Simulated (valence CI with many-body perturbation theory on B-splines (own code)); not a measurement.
The numbers below are computed, except where a source is named.
## From CI to CI+MBPT in Ta41+

Level of theory: configuration interaction combined with many-body perturbation theory (CI+MBPT): four valence electrons over a frozen Dirac-Fock core [Ar] 3d10, a basis of 11 s, 11 p, 9 d, 7 f, 5 g, 2 h, 1 i functions for each j, with the one-electron correlation potential Σ1, the two-electron term Σ2, the three-electron term Σ3, Breit, model QED; selected CI, second order for the rest (own B-spline code, finite nucleus).

No measured spectrum was set against this ion. As an estimate, large intervals hold to a few tenths of a per cent, small ones and those within an open d or f shell to about a per cent.

Each rung adds one term. CI alone is the Dirac-Coulomb CI over the frozen core; QED comes last and gives the full result, which names the levels. Energies are above (4s^2 4p1/2^2) J=0 on the same rung, in eV.

Levels are named by their leading jj configuration (3d3/2^4 stands for four electrons in 3d with j = 3/2), which in mixed levels can hold well under half, so a name can repeat and another be missing. Letters in brackets count levels of one name in rising energy.

```
                     Level  CI alone
    (4s^2 4p1/2 4p3/2) J=1     85.31
    (4s^2 4p1/2 4p3/2) J=2     89.63
        (4s^2 4p3/2^2) J=2    178.13
    (4s 4p1/2^2 4p3/2) J=2    179.15
        (4s^2 4p3/2^2) J=0    187.34
    (4s 4p1/2^2 4p3/2) J=1    194.09
    (4s^2 4p1/2 4d3/2) J=2    235.82
    (4s^2 4p1/2 4d3/2) J=1    254.53
(4s 4p1/2 4p3/2^2) J=2 [a]    254.77
    (4s^2 4p1/2 4d5/2) J=3    260.54
    (4s^2 4p1/2 4d5/2) J=2    271.87
    (4s 4p1/2 4p3/2^2) J=3    274.91
    (4s 4p1/2 4p3/2^2) J=0    276.39
(4s 4p1/2 4p3/2^2) J=1 [a]    283.55
(4s 4p1/2 4p3/2^2) J=2 [b]    286.69
(4s 4p1/2 4p3/2^2) J=1 [b]    288.36
```

Q: What do these energies become with core correlation, Breit and QED?

A: (4s^2 4p1/2 4p3/2) J=1 84.85 (-0.464); (4s^2 4p1/2 4p3/2) J=2 89.05 (-0.576); (4s^2 4p3/2^2) J=2 177.08 (-1.050); (4s 4p1/2^2 4p3/2) J=2 178.40 (-0.750); (4s^2 4p3/2^2) J=0 186.18 (-1.162); (4s 4p1/2^2 4p3/2) J=1 192.78 (-1.312); (4s^2 4p1/2 4d3/2) J=2 234.43 (-1.391); (4s^2 4p1/2 4d3/2) J=1 252.13 (-2.397); (4s 4p1/2 4p3/2^2) J=2 [a] 253.60 (-1.167); (4s^2 4p1/2 4d5/2) J=3 258.93 (-1.615); (4s^2 4p1/2 4d5/2) J=2 269.69 (-2.185); (4s 4p1/2 4p3/2^2) J=3 273.00 (-1.912); (4s 4p1/2 4p3/2^2) J=0 275.02 (-1.374); (4s 4p1/2 4p3/2^2) J=1 [a] 281.75 (-1.805); (4s 4p1/2 4p3/2^2) J=2 [b] 284.52 (-2.171); (4s 4p1/2 4p3/2^2) J=1 [b] 285.98 (-2.384).

Q: How does the ionisation energy move along the ladder, and which term matters most?

A: CI alone 2055.4, + Σ1 2057.3, + Σ2 2057.5, + Σ3 2057.3, + Breit 2054.8, + QED 2054.8 eV. The largest step is Breit, -2.5 eV. NIST lists 2053 ± 4 eV (theoretical).
